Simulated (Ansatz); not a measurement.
A further run on [Al(OH)4]- (AlO₄H₄⁻).

```yaml
crystal:
  periodic: [false, false, false]
  atoms:
    - {symbol: Al, position_ang: [-0.000055, -0.000122, 0.000119]}
    - {symbol: O, position_ang: [0.008756, 0.121147, 1.784444]}
    - {symbol: H, position_ang: [-0.756376, 0.594470, 2.122995]}
    - {symbol: O, position_ang: [1.721169, -0.056136, -0.482477]}
    - {symbol: H, position_ang: [2.297026, 0.357678, 0.166541]}
    - {symbol: O, position_ang: [-0.981634, 1.383272, -0.566743]}
    - {symbol: H, position_ang: [-1.429967, 1.198360, -1.396730]}
    - {symbol: O, position_ang: [-0.748476, -1.448667, -0.734856]}
    - {symbol: H, position_ang: [-0.110442, -2.150011, -0.893293]}
basis:
  gaussian: {orbitals: def2-mTZVP}
total_charge: -1
hamiltonian: {xc: {name: r2SCANh}}
scf: {omitted_lower_state_checks: [starts]}
output: {forces: true}
```

```sh
$ ansatz run in.yaml --threads 4 --pin off --events-out ev --progress --plain --max-ram 3916MiB
```

Output, abridged:

```
Functional definition: r2SCANh
1015 factors; their error is unknown
mean field evaluation 1: about -14847.1034 eV, gradient 7.4e1 eV
mean field evaluation 2: about -14830.0325 eV, gradient 1.2e2 eV
mean field evaluation 4: about -14855.8496 eV, gradient 9.5e-1 eV
mean field evaluation 8: about -14855.8595 eV, gradient 1.2e-1 eV
mean field -14855.85949140 eV, -545.9427666455 hartree, gradient 4.7e-5 eV, S^2 0.000000; 0 other end points of the search recorded, 0 dependent functions left out
reference -14855.85950429 eV, -545.9427671195 hartree; 25, 25 occupied and 105, 105 virtual orbitals, 1015 factors
Total energy: -14855.85950429 eV, -545.9427671195 hartree
Atom 0 at    -0.000055    -0.000122     0.000119 Å, force     0.000257     0.000046    -0.000222 eV/Å
Atom 1 at     0.008756     0.121147     1.784444 Å, force    -0.016977    -0.031455    -0.342933 eV/Å
Atom 2 at    -0.756376     0.594470     2.122995 Å, force     0.031399    -0.009680    -0.061197 eV/Å
Atom 3 at     1.721169    -0.056136    -0.482477 Å, force    -0.330715     0.028003     0.093701 eV/Å
Atom 4 at     2.297026     0.357678     0.166541 Å, force    -0.065594    -0.022479    -0.003426 eV/Å
Atom 5 at    -0.981634     1.383272    -0.566743 Å, force     0.198016    -0.265818     0.094556 eV/Å
Atom 6 at    -1.429967     1.198360    -1.396730 Å, force     0.033122    -0.035731     0.049324 eV/Å
Atom 7 at    -0.748476    -1.448667    -0.734856 Å, force     0.149411     0.269369     0.154831 eV/Å
Atom 8 at    -0.110442    -2.150011    -0.893293 Å, force     0.001081     0.067746     0.015366 eV/Å
Dipole moment:     0.000108     0.000207    -0.000204 e Å
Checks for a lower state left out: starts
```

It took 3 s on 4 threads of Arm Neoverse V1 on a shared host.

The highest occupied level of an anion often lies above zero with these methods, and sets without diffuse functions describe the outer electron poorly.

The dipole of an ion depends on the origin.
